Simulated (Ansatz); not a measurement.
`[NH2][Ga]([F])[F]` + H₂S → `[NH2][Ga]([F])[SH]` + H–F  (ligand exchange at a Ga–F bond)

Gas-phase electronic energies from Ansatz, PBE0-D4/def2-TZVP geometries. CBS: MP2 limit from def2 TZ/QZ plus the TZ coupled-cluster correction, frozen cores. This one scheme is used for every species. DFT in def2-TZVPP. B3LYP here is the variant with VWN-RPA as its local correlation; programs differ in this. For Ga outer-core shells are correlated without core-valence functions, which leaves a few kJ/mol of doubt a bond. Scalar relativity is left out up to krypton. One conformer a species, not always the lowest.

```csv
level,ΔE (kJ/mol),difference from CCSD(T)/CBS
PBE-D4,-15.0,0.6
r2SCAN-D4,-8.7,6.9
PBE0-D4,-17.2,-1.6
B3LYP-D4,-7.8,7.8
ωB97X-V,-3.6,12.0
ωB97M-V,-7.8,7.8
B2PLYP,-2.9,12.7
r2SCAN,-7.7,7.9
PBE0,-13.6,2.0
B3LYP,-1.3,14.3
HF/def2-TZVPP,6.0,21.6
SCS-MP2/def2-TZVPP,-3.2,12.4
CCSD(T)/def2-TZVPP,-7.3,8.3
SCS-MP2/def2-QZVPP,-6.3,9.3
HF/CBS(def2),9.5,25.1
CCSD/CBS(def2),-13.1,2.5
CCSD(T)/CBS,-15.6,0
```

Largest T1 diagnostic among the species: 0.014.

The D4 term adds −6.5 kJ/mol with B3LYP and −3.5 kJ/mol with PBE0; it sums over pairs of atoms, weighted by their polarisabilities, and B3LYP, whose exchange is more repulsive, gets the larger term. In def2-TZVPP, CCSD(T) changes the Hartree–Fock value by −13.4 kJ/mol (the triples alone add −2.5 kJ/mol) and MP2 by −16.9 kJ/mol.
